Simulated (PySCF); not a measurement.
Species: C2H2Cl4, net charge 0, singlet state. 
Coordinates optimised at B3LYP-D3(BJ)/def2-TZVP (Ansatz):
```
C
H 1 1.0846
C 1 1.5294 2 110.81
H 3 1.0846 1 110.81 2 180.00
Cl 3 1.7847 4 107.79 1 120.88
Cl 1 1.7847 2 107.79 3 -120.88
Cl 3 1.7847 4 107.79 1 -120.88
Cl 1 1.7847 2 107.79 3 120.88
```

Dispersion corrections to the total energy (kcal/mol) from the dftd3 and dftd4 libraries through PySCF: D3(BJ) without and D4 with the three-body term, each with the damping fitted for the functional named.

```json
[
 {"functional": "HF", "D3(BJ)": "[?]", "D4": "-24.53"},
 {"functional": "TPSSh", "D3(BJ)": "-8.59", "D4": "-8.91"},
 {"functional": "PBE0", "D3(BJ)": "[?]", "D4": "-6.14"},
 {"functional": "PW6B95", "D3(BJ)": "-4.06", "D4": "-5.93"},
 {"functional": "CAM-B3LYP", "D3(BJ)": "-6.12", "D4": "-6.30"},
 {"functional": "B2PLYP", "D3(BJ)": "-6.31", "D4": "-5.09"},
 {"functional": "PBE", "D3(BJ)": "-7.06", "D4": "[?]"}
]
```

Q: Complete the blanks.

A: 
- HF, D3(BJ): -47.31
- PBE0, D3(BJ): -6.36
- PBE, D4: -7.22
